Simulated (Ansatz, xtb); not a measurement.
**Relaxing a trial structure of F2HSi2−**

The starting geometry of this gas-phase singlet has its atoms placed at random.

```xyz
5

F    -0.4878    0.2513    1.5836
F     0.2353    1.0578   -0.9475
Si   -1.1567   -0.5542   -0.0311
Si    1.3702    0.5574    0.0035
H     0.9129   -0.2886   -1.6599
```

Q: Guess where an optimisation with r2SCAN-D4/def2-SVPD ends from this start.

A: It ends as a structure with F2 bridging Si3 and Si4, given below by its coordinates. Distances that change by over a tenth: F2–Si4 (1.56 → 1.99 Å). Contacts that close: F1–Si3 (1.92 → 1.71 Å), F2–Si3 (2.32 → 1.90 Å), Si3–Si4 (2.76 → 2.40 Å), Si4–H5 (1.92 → 1.55 Å).

The energy falls by 4.83 eV over 8 steps:

```tsv
step	E − E(last) (eV)
1	4.828
2	2.699
3	1.146
4	0.316
5	0.048
6	0.017
7	0.000
8	0.000
```

Final geometry (Å):

```xyz
5

F    -0.9029    0.3282    1.7138
F    -0.1440    1.2915   -0.6525
Si   -0.8181   -0.3107    0.1256
Si    1.4703    0.1556   -0.4107
H     1.2687   -0.4408   -1.8276
```

From the same start GFN2-xTB ends elsewhere, in pieces: F2Si2 + H.

From so rough a start the end depends on the optimiser's path, so another program may land elsewhere. The end wasn't checked by frequencies. Run with Ansatz 0.2.0, 63 s on 1 thread of AMD EPYC (Zen 3) (shared host).
